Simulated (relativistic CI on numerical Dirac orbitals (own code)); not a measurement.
Hyperfine structure of Au LXIX, mass number 197

Method of calculation: Dirac-Coulomb-Breit CI, separate exchange-only KLI orbitals for each configuration, model QED, unscaled Slater integrals (own radial code, finite nucleus).

Configurations in the expansion (outside the closed core [Ne]): 3s, 3p, 3d, 4s, 4p, 4d, 4f, 5s, 5p, 5d, 5f, 5g, 6s, 6p, 6d. Levels of other configurations are missing.

Nuclear spin I = 3/2, μ = 0.1452 μN, Q = 0.547 b (tables of Stone and Pyykkö). The electronic factors are computed for point nuclear moments, without core polarisation or the Bohr-Weisskopf and QED corrections.

```json
{"Level": "3s ²S1/2", "E (Ry)": "0.000", "A (GHz)": "823.3", "B (GHz)": ""}
{"Level": "3p ²P°1/2", "E (Ry)": "13.039", "A (GHz)": "271.8", "B (GHz)": ""}
{"Level": "3p ²P°3/2", "E (Ry)": "50.562", "A (GHz)": "27.34", "B (GHz)": "318"}
{"Level": "3d ²D3/2", "E (Ry)": "65.445", "A (GHz)": "14.83", "B (GHz)": "58.2"}
{"Level": "3d ²D5/2", "E (Ry)": "73.878", "A (GHz)": "5.826", "B (GHz)": "69.2"}
{"Level": "4s ²S1/2", "E (Ry)": "280.499", "A (GHz)": "337.2", "B (GHz)": ""}
{"Level": "4p ²P°1/2", "E (Ry)": "285.873", "A (GHz)": "113.1", "B (GHz)": ""}
{"Level": "4p ²P°3/2", "E (Ry)": "301.244", "A (GHz)": "11.55", "B (GHz)": "135"}
```

Levels with J = 0, under 50 % of one LS term, or S terms without an open s electron are left out. Small factors come from cancelling terms and can be off by tens of per cent or more.

At this charge energies of transitions that change n are usually good to better than 1 %, and those within a shell (Δn = 0) to a few per cent.

Task: Give the hyperfine levels of 3s ²S1/2 relative to its centre of gravity.

Result: With K = F(F + 1) − I(I + 1) − J(J + 1), E = AK/2: F = 1: -1029, F = 2: 617.5 GHz.
